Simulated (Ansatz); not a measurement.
A structure relaxed at PBE-D4/def2-SVP in Ansatz, charge 0, singlet:

Cartesian coordinates in Å:
```
Ga -1.970 -0.699 2.212
Ga -0.037 -0.161 -1.230
Ga 2.929 1.229 -1.679
Ga 0.411 0.344 1.323
O -3.480 -1.401 2.409
O 0.437 -0.126 -2.975
O -1.015 -0.464 0.293
O 1.742 0.500 -3.053
O 1.390 0.647 -0.176
O -0.406 0.131 2.878
```

(1) Give its formula and point group.

(2) Summarise the bond lengths by kind (pairs closer than 1.2 times the sum of covalent radii, bridged metal pairs left out).

Results:

(1) the cluster Ga4O6. Point group Cs (tolerance 0.1 Å).

(2) 11 × Ga–O 1.68 to 2.23 Å; 1 × O–O 1.45 Å.

The structure holds 1 bond(s) between oxygen atoms. Another isomer (singlet) lies 1.46 eV lower at PBE0-D4/def2-TZVP; other spin states weren't run for this one.
